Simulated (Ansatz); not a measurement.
Cost and result for the atomization energy of `[AlH2][SiH]1CBC1` (13 atoms, 13 bonds).

```
atom   x (Å)   y (Å)   z (Å)
 Al1  -0.655   1.801  -1.608
 Si2   0.692   0.322  -0.205
  C3   0.316  -1.593  -0.270
  B4  -0.588  -1.065   0.865
  C5   0.152   0.042   1.648
  H6   0.015   2.831  -2.615
  H7  -2.237   1.716  -1.510
  H8   2.166   0.528  -0.259
  H9  -0.107  -2.107  -1.127
 H10   1.304  -1.985  -0.014
 H11  -1.784  -1.063   0.760
 H12   1.122  -0.192   2.093
 H13  -0.397   0.766   2.242
```

The species carries charge 0 and has multiplicity 1. Geometry: relaxed with PBE0-D4/def2-TZVP. Program: Ansatz. All runs use 4 threads of an AMD EPYC 9R45 on a shared host. Times are those of one run each, without the atoms' runs, and a repeat can differ threefold. Electronic energies, without spin–orbit coupling; frozen cores. CCSD(T)/CBS adds CCSD(T) − MP2 in def2-TZVPP to the MP2 limit, and its time is that of the two runs behind it. T1 = 0.013. B3LYP takes the VWN-RPA correlation (the form of Gaussian; ORCA's B3LYP/G).

CCSD(T)/CBS is a level of theory with its own doubt, some kJ/mol a heavy atom from the limit and from the frozen cores, so smaller differences don't rank the functionals.

```
                            level  functions  wall time
             revPBE-D4/def2-TZVPP        289      1.1 s
               BLYP-D4/def2-TZVPP        289      1.2 s
              BHLYP-D4/def2-TZVPP        289      1.4 s
               PBE0-D4/def2-TZVPP        289      1.5 s
          CAM-B3LYP-D4/def2-TZVPP        289      1.7 s
                 CCSD(T)/def2-SVP        118      1.7 s
B3LYP-D4/def2-TZVPP (with forces)        289      2.3 s
                B2PLYP/def2-TZVPP        289      2.6 s
               ωB97X-V/def2-TZVPP        289      3.4 s
                B97M-V/def2-TZVPP        289      3.4 s
                   MP2/def2-QZVPP        551       11 s
               CCSD(T)/def2-TZVPP        289       47 s
                CCSD(T)/CBS(def2)          –       58 s
```

Problem. What atomization energy does each give, and how far from CCSD(T)/CBS? (An estimate is asked.)

Solution. Ansatz gave: 
```
                            level  atomization (kcal/mol)  difference from CCSD(T)/CBS  per bond
             revPBE-D4/def2-TZVPP                  1065.3                         -6.1      -0.5
               BLYP-D4/def2-TZVPP                  1062.1                         -9.3      -0.7
              BHLYP-D4/def2-TZVPP                  1055.4                        -16.0      -1.2
               PBE0-D4/def2-TZVPP                  1078.1                          6.7       0.5
          CAM-B3LYP-D4/def2-TZVPP                  1075.7                          4.3       0.3
                 CCSD(T)/def2-SVP                  1020.0                        -51.4      -4.0
B3LYP-D4/def2-TZVPP (with forces)                  1072.2                          0.8       0.1
                B2PLYP/def2-TZVPP                  1059.9                        -11.5      -0.9
               ωB97X-V/def2-TZVPP                  1078.8                          7.4       0.6
                B97M-V/def2-TZVPP                  1087.9                         16.5       1.3
                   MP2/def2-QZVPP                  1070.5                         -0.9      -0.1
               CCSD(T)/def2-TZVPP                  1047.1                        -24.3      -1.9
                CCSD(T)/CBS(def2)                  1071.4                          0.0       0.0
```

At CCSD(T), def2-SVP lies −51.3 kcal/mol from the extrapolated value and def2-TZVPP −24.3 kcal/mol: correlation converges slowly with the basis, and small sets miss more of it in the bonded molecule than in its fragments. In def2-TZVPP, CCSD(T) changes the Hartree–Fock value by +229.4 kcal/mol (the triples alone add +13.5 kcal/mol) and MP2 by +238.5 kcal/mol; breaking electron pairs costs correlation energy, which Hartree–Fock lacks. From PBE to PBE0 (25 % exact exchange), in def2-TZVPP and without D4, the atomization energy moves by −6.1 kcal/mol: exact exchange takes away binding that semilocal exchange gives to molecules.
